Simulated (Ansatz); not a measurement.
# Telling isomers of BFH3NS apart by their spectra

These gas-phase data were calculated for one isomer of BFH3NS at PBE0-D3(BJ)/def2-SVP (harmonic, unscaled wavenumbers; equilibrium rotational constants with average atomic masses):

* rotational constants: 9.527, 4.443, 3.03 GHz
* all wavenumbers above 1500 cm⁻¹: 3766, 3649, 2732, 1597

Candidates:

(1) `NB(F)S`, a singlet
(2) `FBNS`, a singlet
(3) `[NH3+][B-](F)=S`, a singlet

Task: Assign the data to one candidate and say why.

Result: Candidate (1). The band at 2732 cm⁻¹ lies where the S–H stretch is expected; (3) has no mode between 2500 and 2800 cm⁻¹. 2 modes lie between 3250 and 3800 cm⁻¹, one for each N–H bond, while (2) has 1.

The same quantities for all candidates:

|  | rotational constants (GHz) | wavenumbers above 1500 cm⁻¹ | E above the lowest, PBE0-D3(BJ)/def2-SVP (kcal/mol) |
| --- | --- | --- | --- |
| (1) | 9.527, 4.443, 3.03 | 3766, 3649, 2732, 1597 | 0.0 |
| (2) | 43.73, 2.444, 2.352 | 3610, 2677, 2644 | 41.5 |
| (3) | 9.216, 4.321, 2.99 | 3591, 3570, 3446, 1607, 1590 | 24.3 |

Harmonic stretches to hydrogen usually lie a few per cent above observed fundamentals. Each candidate is one conformer. Programs: Ansatz 0.2.0.
